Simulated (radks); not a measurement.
Results of a calculation; reference values are marked as such.
Question: The krypton ion Kr+, configuration [Ar] 3d10 4s1 4p6 (not the ground configuration). Code: a radial shooting solver on a logarithmic mesh with Libxc functionals. Model: Dirac Kohn-Sham, LDA (Slater exchange, Perdew-Wang correlation), spin-unpolarised, spherical densities, finite nucleus; Fermi nuclear charge, rms radius 4.1884 fm.

Spin-orbit splittings of the eigenvalues, e(l+1/2) - e(l-1/2), with zeta = 2 splitting/(2l+1) and mean radii in bohr:

shell  occ.  splitting (eV)  zeta (eV)  <r> j=l-1/2  <r> j=l+1/2
2p        6           53.73      35.82       0.1575       0.1615
3p        6           7.929      5.286       0.5339       0.5445
3d       10               ?          ?       0.5530       0.5569
4p        6          0.7555     0.5037        1.783        1.820

Estimate the 3d splitting.

Answer: 1.307 eV (zeta = 0.5228 eV).
